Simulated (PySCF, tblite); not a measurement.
Compound: C₆H₁₃PSi.
Bonds: C1–C2, C2–C3 (triple), C3–P4, P4–C5, P4–Si6, Si6–C7, Si6–C8. Hydrogens: H9, H10, H11 on C1; H12, H13, H14 on C5; H15 on Si6; H16, H17, H18 on C7; H19, H20, H21 on C8.

The geometry is computed with GFN2-xTB (gas phase).

Problem. What internal coordinates does the optimisation give?

Solution. 
```tsv
bond	length (bohr)	order
C1–C2	2.734	single
C2≡C3	2.277	triple
C3–P4	3.321	single
P4–C5	3.514	single
P4–Si6	4.268	single
Si6–C7, Si6–C8	3.597	single
C1–H9, C1–H10, C1–H11	2.061	single
C5–H12, C5–H13, C5–H14	2.057	single
Si6–H15	2.796	single
C7–H16 and 5 like bonds	2.052	single
```

Bonds in one row agree within 0.02 bohr and their mean is given. Orders are formal, as drawn. A selection of angles:
```tsv
angle	degrees
C2–C1–H9	110.0
H9–C1–H10	108.9
C1–C2–C3	176.9
C2–C3–P4	172.9
C3–P4–C5	98.2
C3–P4–Si6	97.2
C5–P4–Si6	99.1
P4–C5–H12	111.6
P4–C5–H13	109.0
H12–C5–H13	109.2
P4–Si6–C7	106.8
P4–Si6–H15	115.0
C7–Si6–C8	110.2
C7–Si6–H15	109.1
Si6–C7–H16	111.2
H16–C7–H17	107.8
```

Torsions: C3–P4–Si6–C7 68° (synclinal). The mirror-image conformer, all signs reversed, is as good.

The C–C distances run from 1.205 Å (C2≡C3, drawn triple) to 1.447 Å (C1–C2, drawn single), a spread of 0.242 Å. P4 (three-coordinate phosphorus) is pyramidal (angles 99.1°, 98.2° and 97.2°, sum 294.5°, 0.94 Å off the plane of its three neighbours). Si6 (SiH silicon) is distorted tetrahedral (angles from 106.8° to 115.0°). The C–P distances run from 1.757 Å (C3–P4, drawn single) to 1.860 Å (P4–C5, drawn single), a spread of 0.103 Å.

Point group: C1 (no symmetry element, even within 0.4 Å). Its GFN2-xTB frequencies are all real (lowest 22 cm⁻¹). One conformer, not necessarily the lowest.
